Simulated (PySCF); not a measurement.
# Multinuclear NMR of C$_{6}$H$_{8}$O

Numbering as in the mapped SMILES `[CH3:1][CH:2]=[C:3]=[CH:4][C:5]([CH3:6])=[O:7]`. Hydrogens are named by the atom that carries them.

[PySCF 2.14.0 with density-fitted response routines: GFN2-xTB geometry; couplings computed with B3LYP/pcJ-1 (without the spin–dipole term); shieldings: GIAO PBE0/pcSseg-1; gas phase; relativity neglected; a single conformation; averaged over atoms made equivalent by symmetry, fast rotation or ring inversion]

Q: Predict the ¹⁷O NMR data.

A: 
| atoms | environment | σ (ppm) | δ (ppm) |
| --- | --- | --- | --- |
| O7 | ketone oxygen | -358.6 | 593.3 |

Shieldings were converted by a linear fit to measured shifts: ¹⁷O (scatter 10.7 ppm rms, 12.2 ppm with the 3 outliers that the fit left out vs liquid water, solution or neat liquid). Occasional misses reach two or three times the rms, and more in compound classes unlike the fitted ones. Couplings are scaled by factors fitted to measured values: ²J(H,H) × 0.95 (rms 1.3 Hz), ³J(H,H) × 0.92 (rms 0.5 Hz); all others are unscaled and can be 10–30 % off.

Couplings (the largest are listed; each averaged over equivalent pairs; quadrupolar broadening usually hides them): ¹J(C5,O7) = 32.5 Hz, ²J(C4,O7) = -4.7 Hz, ²J(C6,O7) = -1.7 Hz, ³J(C3,O7) = -2.5 Hz, ³J(O7,H(C6)) = -1.8 Hz.

On a 300 MHz spectrometer ¹⁷O resonates near 40.7 MHz, so 1 ppm is 40.7 Hz.
